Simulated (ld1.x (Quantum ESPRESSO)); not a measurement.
**Pseudopotential generation for chromium: RRKJ, revPBE, scalar-relativistic.**

chromium, norm-conserving RRKJ (Kleinman–Bylander form), made with ld1.x (Quantum ESPRESSO) 7.5 (revPBE, scalar-relativistic). Core [Ar], reference 3d4.5 4s0 4p0 (charge +1.5). Waves: 4p (bound, empty): rc 2.50 bohr; 3d (bound): rc 1.75 bohr; 4s (bound, empty): rc 2.65 bohr. Local part: the s channel. Core correction: none.

Question: Estimate the cutoffs (Ry, on a coarse ladder) from which the occupation-weighted sum of valence levels, in a spherical-Bessel basis at the reference potential, stays within 10 and 1 mRy of its value at 400 Ry.

Answer: 55 Ry and 80 Ry.

Question: Does the potential have ghost states?

Answer: No extra level below or beside the all-electron valence levels (p, d, s, f tested).

Question: Tests: 3d5 4s1 4p0; 3d5 4s0 4p0; 3d4 4s0 4p0; 3d5 4s0 4p1; 3d5 4s0.5 4p0; 3d5.5 4s0.5 4p0; 3d4 4s1 4p1. Which has the largest error in its energy relative to the reference configuration, and how large is it?

Answer: 3d5 4s1 4p0, with +117 meV (all-electron minus pseudo) on -13.13 eV.
